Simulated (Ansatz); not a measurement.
`O[SiH2][AlH][SiH3]` + HI → `O[SiH2]I` + `[AlH2][SiH3]`  (cleavage of the Si–Al bond)

Isolated molecules relaxed with PBE0-D4/def2-TZVP in Ansatz; ΔE leaves out vibrations. CBS: MP2 limit from def2 TZ/QZ plus the TZ coupled-cluster correction, frozen cores. This one scheme is used for every species. DFT in def2-TZVPP. def2 core potentials past Kr. For I outer-core shells are correlated without core-valence functions, which leaves a few kJ/mol of doubt a bond. One conformer a species, not always the lowest.

| level | ΔE (kJ/mol) |
| --- | --- |
| B2PLYP | -101.3 |
| HF/def2-QZVPP | -114.1 |
| SCS-MP2/def2-QZVPP | -111.0 |
| MP2/CBS(def2) | -117.8 |

What does CCSD(T)/CBS give? (An estimate is asked.)

The calculation gave: -101.7 kJ/mol. The listed levels differ from it by 0.4, -12.4, -9.3, -16.1 kJ/mol.

Largest T1 diagnostic among the species: 0.013.

From PBE to PBE0 (25 % exact exchange), in def2-TZVPP and without D4, ΔE moves by −6.8 kJ/mol. In def2-TZVPP, CCSD(T) changes the Hartree–Fock value by +19.5 kJ/mol (the triples alone add +1.3 kJ/mol) and MP2 by +3.5 kJ/mol.
